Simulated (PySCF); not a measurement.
PySCF input:

```python
from pyscf import gto, scf, dft

mol = gto.M(
    atom='''
    B     0.61577597    0.42487701    0.03058209
    N    -0.49557235   -0.32902578   -0.02413851
    H     1.77140185    0.01022503    0.04350638
    H    -1.38127524    0.16857038   -0.02744730
    ''',
    basis='def2-tzvpd',
    charge=-1,
    spin=1,
    verbose=4,
)

mf = dft.UKS(mol, xc='tpss').density_fit(auxbasis='def2-universal-jkfit')
mf.grids.level = 3
mf.conv_tol = 1e-9
mf.max_cycle = 100
mf.max_memory = 1500
mf.kernel()
if not mf.converged:
    mf = mf.newton()
    mf.kernel(mf.make_rdm1())
for _ in range(2):
    mo, _, stable, _ = mf.stability(return_status=True)
    if stable:
        break
    mf.kernel(mf.make_rdm1(mo, mf.mo_occ))
mf.analyze()
```

Question: Which total energy does the run end on?

Answer: -80.81475 Eh (TPSS/def2-TZVPD).
